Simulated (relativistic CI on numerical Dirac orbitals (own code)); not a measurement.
## Zr XXXI: sensitivity of the levels to the model

Base calculation: Dirac-Coulomb-Breit CI, separate exchange-only KLI orbitals for each configuration, model QED (radiative potential, 1s self-energy scaled to tabulated hydrogen-like ionisation energies), unscaled Slater integrals.

Configurations in the expansion (outside the closed core 1s2): 2s2 2p6, 2s2 2p5 3s, 2s2 2p5 3p, 2s2 2p5 3d, 2s 2p6 3s, 2s 2p6 3p, 2s 2p6 3d, 2s2 2p5 4s, 2s2 2p5 4p, 2s2 2p5 4d, 2s2 2p5 4f, 2s 2p6 4s, 2s 2p6 4p, 2s2 2p4 3s2, 2s 2p6 4d, 2s 2p6 4f, 2s2 2p5 5s, 2s2 2p5 5p, 2s2 2p4 3s 3p, 2s2 2p5 5d, 2s2 2p5 5f, 2s2 2p5 5g, 2s2 2p4 3p2, 2s2 2p4 3s 3d, 2s2 2p4 3p 3d, 2s 2p5 3s2, 2s2 2p4 3d2, 2s 2p5 3s 3p, 2s 2p6 5s, 2s 2p6 5p, 2s 2p5 3p2, 2s 2p5 3s 3d, 2s 2p6 5d, 2s 2p6 5f, 2s 2p6 5g, 2s 2p5 3p 3d. Levels of other configurations are missing.

Variants: (1) configuration mixing switched off; (2) Breit term removed. Shifts of the energy above 2s2 2p6 1S_0, in eV, for the lowest level and the first level of each name with at least 55 % of one term (blank where a level changes its place among those of its configuration and J or its character, or is not in the variant):

| Level | Base | Δ(1) | Δ(2) |
| --- | --- | --- | --- |
| 2s2 2p6 1S_0 | 0.00 | 0.00 | 0.00 |
| 2s2 2p5 3s 3P°_2 | 2119.28 | +0.14 | +2.54 |
| 2s2 2p5 3s 1P°_1 | 2122.99 | +0.25 | +2.48 |
| 2s2 2p5 3p 3D_3 | 2202.20 | -0.08 | +2.61 |
| 2s2 2p5 3p 1P_1 | 2202.44 | +0.31 | +2.47 |
| 2s2 2p5 3s 3P°_0 | 2207.37 | +0.28 | +3.94 |
| 2s2 2p5 3p 3P_2 | 2207.73 | -0.17 | +2.37 |
| 2s2 2p5 3s 3P°_1 | 2209.16 | +0.39 | +4.07 |
| 2s2 2p5 3p 3P_0 | 2228.10 | +0.32 | +2.30 |
| 2s2 2p5 3p 3D_1 | 2268.76 | +0.02 | +3.68 |
| 2s2 2p5 3d 3P°_0 | 2275.79 | -0.14 | +2.22 |
| 2s2 2p5 3d 3P°_1 | 2278.81 | -0.25 | +2.56 |
| 2s2 2p5 3d 3F°_3 | 2282.72 | -0.56 | +2.90 |
| 2s2 2p5 3d 3F°_4 | 2284.73 | -0.59 | +3.14 |
| 2s2 2p5 3d 1D°_2 | 2288.03 | -0.53 | +2.80 |
| 2s2 2p5 3d 3D°_3 | 2292.08 | -0.61 | +2.90 |
| 2s2 2p5 3p 1S_0 | 2293.06 | +0.96 | +3.27 |
| 2s2 2p5 3d 3F°_2 | 2370.19 | -0.58 | +4.29 |
| 2s 2p6 3s 3S_1 | 2419.45 | -1.60 | +2.18 |
| 2s 2p6 3s 1S_0 | 2431.74 | +0.40 | +2.04 |
| 2s 2p6 3p 3P°_0 | 2481.01 | -0.82 | +1.54 |
| 2s 2p6 3p 3P°_1 | 2482.23 | -0.84 | +1.73 |

At this charge energies of transitions that change n are usually good to better than 1 %, and those within a shell (Δn = 0) to a few per cent.

Ionisation energy from the two ground configurations alone: base 3782.81 eV; Breit term removed 3786.03 eV. The NIST ASD value (semi-empirical) is 3788 eV.

LS names give the leading component of a level, which can be under half, so a name can repeat, a term be missing and a line seem to break the LS rules.
